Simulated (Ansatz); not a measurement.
Basis sets compared for BeCl2(NH3)2 (BeN₂Cl₂H₆). Total charge 0; singlet. Geometry PBE0-D4/def2-SVP. Ansatz on 4 threads of Arm Neoverse V2 on a shared host; times are rough, and most runs start from earlier orbitals.

```csv
atom,x (Å),y (Å),z (Å)
Be1,-0.2171,0.4270,0.4668
Cl2,0.2098,2.3339,0.2236
Cl3,-1.2340,-0.3216,1.9779
N4,1.3672,-0.4143,0.4975
H5,1.9802,-0.2261,-0.2958
H6,1.3095,-1.4213,0.6505
H7,1.8212,-0.0142,1.3211
N8,-1.1326,-0.0463,-1.0018
H9,-1.3234,-1.0435,-1.1004
H10,-0.7457,0.3133,-1.8746
H11,-2.0352,0.4131,-0.8650
```

Binding counts from free atoms (Be singlet, Cl doublet, N quartet, H doublet) in the same basis, without a counterpoise term.

```
                            level  functions  energy (Eh)  HOMO (eV)  LUMO (eV)  binding per atom (eV)  wall time
                         HF/6-31G         65   -1046.1564     -10.33       4.08                   2.34     0.25 s
                     HF/def2-TZVP        191   -1046.3269     -10.40       1.56                   2.46      1.1 s
                  PBE-D4/def2-SVP        103   -1047.5451      -5.49      -0.65                   3.50     0.75 s
                 PBE-D4/def2-TZVP        191   -1048.0141      -5.82      -1.27                   3.48      1.4 s
r2SCAN-D4/def2-TZVP (with forces)        191   -1048.4301      -6.16      -0.57                   3.43      3.5 s
                 PBE0-D4/def2-SVP        103   -1047.6461      -6.90       0.18                   3.44      1.1 s
                PBE0-D4/def2-TZVP        191   -1048.1084      -7.18      -0.54                   3.42      2.1 s
```

(1) Estimate the rows for PBE-D4/def2-TZVPD, r2SCAN-D4/def2-TZVPD, PBE0-D4/def2-TZVPD.

Results:

(1) 
```
               level  functions  energy (Eh)  HOMO (eV)  LUMO (eV)  binding per atom (eV)  wall time
   PBE-D4/def2-TZVPD        242   -1048.0202      -5.99      -1.60                   3.49      2.4 s
r2SCAN-D4/def2-TZVPD        242   -1048.4345      -6.29      -0.92                   3.44      4.3 s
  PBE0-D4/def2-TZVPD        242   -1048.1132      -7.32      -0.95                   3.43        3 s
```
